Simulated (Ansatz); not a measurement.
# Relative stability

The two ends of one reaction step of SiNH₅O₂, singlet (PBE0-D4/def2-TZVP).

A:

```
9
angstrom
Si 0.6021 -0.0024 0.2171
H -2.1132 -0.1886 -1.0300
N 1.0119 1.4414 -0.2659
H -1.7301 0.4344 -1.1935
O 0.8574 -1.4818 -0.3883
O -0.2324 -0.2153 1.5925
H 1.5445 1.6339 -1.0991
H 0.5016 -2.2216 0.1107
H -0.4419 0.6000 2.0565
```

B:

Si1  (-0.281, -0.266, -0.008)
H2  (-1.700, -0.428, -0.408)
N3  (0.233, 1.178, -0.744)
H4  (-0.257, 1.524, -1.552)
O5  (0.617, -1.561, -0.457)
O6  (-0.113, -0.223, 1.629)
H7  (1.201, 1.454, -0.751)
H8  (0.768, -2.225, 0.218)
H9  (-0.468, 0.548, 2.074)
(Å)

Computed with Ansatz 0.2.0 (basis: def2-TZVPP); correlated methods freeze the cores. B3LYP uses VWN-RPA correlation.

(1) Which structure is lower at CCSD(T), and by how much? (To be estimated.)

T1 diagnostic: at most 0.014.

## Answers

(1) Computed: B, by 56.77 kcal/mol (electronic energy, against the other). By their contacts, A is a complex of SiNH₃O₂ ([NH][Si]([OH])[OH]) + H₂ and B is SiNH₅O₂ ([NH2][SiH]([OH])[OH]).

All methods give the same order:

```
      method  E(B) − E(A) (kcal/mol)
       SPW92                  -58.15
      PBE-D4                  -52.64
     BLYP-D4                  -49.78
   r2SCAN-D4                  -55.54
      B97M-V                  -55.73
     PBE0-D4                  -58.21
    B3LYP-D4                  -54.94
  r2SCAN0-D4                  -59.50
    BHLYP-D4                  -60.92
CAM-B3LYP-D4                  -58.36
     wB97X-V                  -58.95
     wB97M-V                  -56.99
      B2PLYP                  -55.52
    PBE-QIDH                  -60.15
  RPA on PBE                  -54.69
          HF                  -64.26
         MP2                  -55.81
        CCSD                  -58.72
     CCSD(T)                  -56.77
```

Labels in which every atom is bracketed show which atoms are joined, not bond orders.

For scale, one of the runs: CCSD(T)/def2-TZVPP, 205 basis functions, launched by `ansatz run in.yaml --threads 4 --pin off --events-out ev --progress --plain --max-ram 9574MiB`. Time: 65 s of wall clock on 4 CPU threads of an Intel Xeon; the host was shared. Peak host memory: 2.7 GiB.
